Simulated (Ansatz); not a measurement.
Relaxation of MoSe2⁻ with UKS r2SCAN-D4/def2-TZVPD.

```sh
$ ansatz run in.yaml --threads 4 --pin off --events-out ev --progress --plain --max-ram 3916MiB
```

```yaml
crystal:
  periodic: [false, false, false]
  atoms:
    - {symbol: Mo, position_ang: [-0.245650, 0.624430, 0.155430]}
    - {symbol: Se, position_ang: [-1.701230, -1.076730, 0.111400]}
    - {symbol: Se, position_ang: [1.946890, 0.452300, -0.266830]}
basis:
  gaussian: {orbitals: def2-TZVPD}
total_charge: -1
magnetization: {spin_polarized: true, initial_magnetization: 1}
hamiltonian: {xc: r2scan, dispersion: d4}
scf: {lower_state_search: "off"}
output: {orbitals: {seedname: orbitals}}
relax: {f_tol: 0.02, max_steps: 100}
```

It took 18 s on 4 threads of Intel Xeon Platinum 8488C on a shared host.

Positions (Å) and forces (eV/Å) at steps 1, 2, 4 of 4:

```xyz
3
step=1 energy=-132558.9302 eV
Mo   -0.246    0.624    0.155   -0.322    0.825    0.205
Se   -1.701   -1.077    0.111   -0.730   -0.787   -0.010
Se    1.947    0.452   -0.267    1.052   -0.038   -0.195
3
step=2 energy=-132558.9758 eV
Mo   -0.247    0.627    0.156    0.173   -0.440   -0.109
Se   -1.768   -1.106    0.118    0.193    0.337    0.026
Se    2.015    0.479   -0.274   -0.365    0.103    0.084
3
step=4 energy=-132558.9875 eV
Mo   -0.228    0.579    0.144   -0.001    0.003    0.001
Se   -1.798   -1.091    0.126    0.008    0.002   -0.001
Se    2.025    0.512   -0.270   -0.007   -0.005    0.000
```

In the def2 sets Mo takes a core potential; there is no spin–orbit coupling. The charge -1 doublet is spin-contaminated (final ⟨S²⟩ up to 1.71, 0.75 for a pure state). At r2SCAN-D4/def2-TZVPD a quartet of charge -1 lies 0.66 eV below the doublet, each at its own geometry. The structure comes from a short search, and lower isomers may exist.
